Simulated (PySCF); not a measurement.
## Where the electron goes

CH8GeN2OSi.
Cartesian coordinates in Å at the PBE0-D3(BJ)/def2-SVP level; atoms count from 1:
```
atom  x, y, z in Å
O1     1.0280    0.2325   -1.3130
C2     1.9272    0.3555   -0.5068
N3     1.8246   -0.0418    0.7856
Si4    0.3177   -0.8441    1.3202
N5    -1.1057    0.0941    1.1385
Ge6   -2.0352    0.3806   -0.4376
H7     2.9092    0.8101   -0.7818
H8     2.6283    0.1092    1.3852
H9     0.5853   -1.1034    2.7652
H10    0.1847   -2.1028    0.5415
H11   -1.3217    0.7497    1.8836
H12   -1.5730    1.6568   -1.1609
H13   -1.8510   -0.8684   -1.3051
H14   -3.5186    0.5448   -0.0371
```

Theory: TDDFT PBE0/def2-SVPD, vertical, gas phase, core orbitals frozen in the response in PySCF. The PBE0/def2-SVPD calculation is non-relativistic and has no spin–orbit coupling, an omission that weighs most on germanium.

Frontier orbitals with the atoms that hold most of them (Löwdin shares over 4%, at most four atoms; ? is withheld):

| orbital | ε (eV) | atoms |
| --- | --- | --- |
| LUMO+2 | 0.56 | Ge6 17%, C2 12%, H8 11%, N3 8% |
| LUMO+1 | 0.34 | Si4 18%, Ge6 14%, C2 13%, H8 13% |
| LUMO | -0.21 | C2 25%, O1 17%, Si4 13%, N3 11% |
| HOMO | -7.32 | ? |
| HOMO-1 | -7.92 | ? |
| HOMO-2 | -8.27 | N3 34%, O1 31%, C2 9%, N5 8% |
| HOMO-3 | -9.23 | Ge6 34%, H14 21%, H13 19%, Si4 7% |

(1) Give the leading atoms of the HOMO.

(2) Which atoms hold the HOMO-1, and with what shares?

(3) The HOMO–LUMO gap is 7.12 eV. Where does the response calculation put the lowest singlet, and from which orbitals?

Answers

(1) N5 (bonded to Ge, Si and H) 48%; O1 (bonded to C) 13%; Ge6 (bonded to N and 3 H) 8%; N3 (bonded to C, Si and H) 6%. By element: nitrogen 54%, oxygen 13%, germanium 8%.

(2) O1 (bonded to C) 51%; N3 (bonded to C, Si and H) 13%; C2 (bonded to N, O and H) 11%; H7 (bonded to C) 5%.

(3) S1 is at 5.45 eV (f = 0.0026), 1.67 eV below the gap, made of HOMO→LUMO (46%), HOMO-1→LUMO (35%). Without the coupling terms of the response equations the lowest excitation would equal the gap.

Next come S2 at 6.07 eV (f 0.018), HOMO→LUMO (48%), HOMO-1→LUMO (30%), HOMO→LUMO+2 (8%); S3 at 6.54 eV (f 0.0083), HOMO→LUMO+1 (70%), HOMO-1→LUMO (16%); S4 at 6.80 eV (f 0.014), HOMO→LUMO+2 (64%), HOMO→LUMO+1 (15%), HOMO→LUMO+3 (9%); S5 at 6.87 eV (f 0.018), HOMO-2→LUMO (53%), HOMO-1→LUMO+1 (19%), HOMO→LUMO+2 (11%).

One conformer stands for the species.
